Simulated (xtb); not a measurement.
xtb input (GFN2-xTB):

```bash
xtb mol.xyz --gfn 2 --ohess tight --chrg -1 --uhf 0
```
mol.xyz:
```
5

C      0.93582153     0.63547653     0.43513033
C      0.01988573    -0.08831691     0.22203583
C     -1.16570931    -0.93584284    -0.09252474
O     -1.64768415    -0.87465218    -1.19922372
H      1.84060847     1.19440333     0.65029140
```

End of the output:

```
   ------------------------------------------------------------------------
       1    120.10    -0.92392 ( 97.08%)    -0.79643 (  2.92%)    -0.92020
       2    191.12    -0.66097 ( 99.53%)    -0.65899 (  0.47%)    -0.66096
       3    271.02    -0.47396 ( 99.88%)    -0.55561 (  0.12%)    -0.47405
   ------------------------------------------------------------------------

   temp. (K)  partition function   enthalpy   heat capacity  entropy
                                   cal/mol     cal/K/mol   cal/K/mol   J/K/mol
 298.15  VIB   5.69                 1258.943      7.470      7.666
         ROT  0.931E+04              888.752      2.981     21.141
         INT  0.529E+05             2147.695     10.451     28.807
         TR   0.374E+27             1481.254      4.968     37.811
         TOT                        3628.9492    15.4194    66.6175   278.7275

       T/K    H(0)-H(T)+PV         H(T)/Eh          T*S/Eh         G(T)/Eh
   ------------------------------------------------------------------------
    298.15    0.578310E-02    0.269205E-01    0.316521E-01   -0.473163E-02
   ------------------------------------------------------------------------

         :::::::::::::::::::::::::::::::::::::::::::::::::::::
         ::                  THERMODYNAMIC                  ::
         :::::::::::::::::::::::::::::::::::::::::::::::::::::
         :: total free energy         -11.041953486717 Eh   ::
         ::.................................................::
         :: total energy              -11.037221859946 Eh   ::
         :: zero point energy           0.021137384745 Eh   ::
         :: G(RRHO) w/o ZPVE           -0.025869011516 Eh   ::
         :: G(RRHO) contrib.           -0.004731626771 Eh   ::
         :::::::::::::::::::::::::::::::::::::::::::::::::::::

optimized geometry written to: xtbopt.xyz

           -------------------------------------------------
          | TOTAL ENERGY              -11.037221859946 Eh   |
          | TOTAL ENTHALPY            -11.010301376508 Eh   |
          | TOTAL FREE ENERGY         -11.041953486717 Eh   |
          | GRADIENT NORM               0.000073289432 Eh/α |
          | HOMO-LUMO GAP               1.084241693647 eV   |
           -------------------------------------------------

------------------------------------------------------------------------
------------------------------------------------------------------------
 total:
 SCF:
 ANC optimizer:
 analytical hessian:
```

It need not be the lowest isomer of its formula. Whether it binds its extra electron was not tested at this geometry.
